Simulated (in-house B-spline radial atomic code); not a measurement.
# Ionising Ir VII (Ir6+) with different functionals

Computed with an all-electron radial atomic-structure program (B-spline basis): scalar-relativistic (spin-free X2C) Hamiltonian, Fermi nucleus of rms radius 5.4032 fm, spin-polarised at highest spin, spherical fractional occupations for the functionals, and exact exchange of hybrids averaged over the configuration. The ionisation energy is the difference of two self-consistent energies, [Xe] 4f14 5d3 → [Xe] 4f14 5d2, without Breit or QED terms; ε is the level of the shell that loses the electron (its least bound occupied spin orbital). There is no spin-orbit coupling in this Hamiltonian.

```tsv
method	rung	ΔSCF (eV)	-ε(5d) (eV)
PBE0	global hybrid	89.33	83.62
B3LYP	global hybrid	89.27	83.10
TPSSh	global hybrid	89.24	82.29
M06-2X	global hybrid	89.14	85.72
BHandHLYP	global hybrid	89.15	85.49
r2SCAN0	global hybrid	89.45	83.81
B97-1	global hybrid	89.13	83.08
HSE06	range-separated hybrid	89.27	83.15
wB97X	range-separated hybrid	88.86	85.86
CAM-B3LYP	range-separated hybrid	89.23	85.00
LC-wPBE	range-separated hybrid	89.24	86.50
```

(1) Among the functionals, which spreads more, the ΔSCF values or the orbital energies?

(2) How do they compare with the NIST value?

## Answers

(1) The orbital energies: ΔSCF values span about 0.59 eV and the orbital energies 4.21 eV; here energy differences depend much less on the functional than eigenvalues do.

(2) NIST lists 89 eV ± 2 (tabulated theory, ground level to ground level). Errors run from -0.14 to +0.45 eV; all lie within about twice that uncertainty, so the table can't rank the methods.
